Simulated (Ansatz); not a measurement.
Basis sets compared for the cluster Li11⁺ (the lowest singlet isomer of a short search). The state is a singlet with charge 1. Geometry r2SCAN/def2-SVP. Ansatz on 4 threads of Arm Neoverse V1 on a shared host; times are rough, and most runs start from earlier orbitals.

```xyz
11

Li   -0.9340   -0.8278   -2.5731
Li   -0.9118    2.1518   -1.0123
Li    0.4241   -1.6121    2.2589
Li    0.2899   -0.5096   -0.1936
Li    1.8600    0.5800   -2.0929
Li   -2.1028    0.4999    1.0737
Li    2.9201   -0.4206    0.7264
Li   -1.4972   -2.6430   -0.0308
Li    0.4965    1.8080    1.5187
Li    1.5951   -2.7675   -1.1760
Li   -2.1401    3.7409    1.5009
```

B3LYP takes the VWN-RPA correlation. The restricted singlet is unstable towards broken spin symmetry in Hartree–Fock (as tested in another run); at PBE/def2-SVP, PBE/def2-TZVP, B3LYP/6-31G, B3LYP/def2-TZVP and others this wasn't settled. The structure comes from a short search, and lower isomers may exist.

| level | functions | energy (Eh) | HOMO (eV) | LUMO (eV) | wall time |
| --- | --- | --- | --- | --- | --- |
| PBE/def2-SVP | 99 | -82.2699 | -5.61 | -4.85 | 1.8 s |
| B3LYP/6-31G | 99 | -82.6166 | -5.92 | -4.39 | 2.2 s |
| PBE0/def2-SVP | 99 | -82.3163 | -6.05 | -4.34 | 1.9 s |

(1) Estimate the rows for PBE/def2-TZVP, B3LYP/def2-TZVP, PBE0/def2-TZVP (with forces).

Results:

(1) 
```tsv
level	functions	energy (Eh)	HOMO (eV)	LUMO (eV)	wall time
PBE/def2-TZVP	154	-82.3392	-5.68	-4.91	1.7 s
B3LYP/def2-TZVP	154	-82.6371	-5.97	-4.42	2.2 s
PBE0/def2-TZVP (with forces)	154	-82.3845	-6.12	-4.42	2.7 s
```
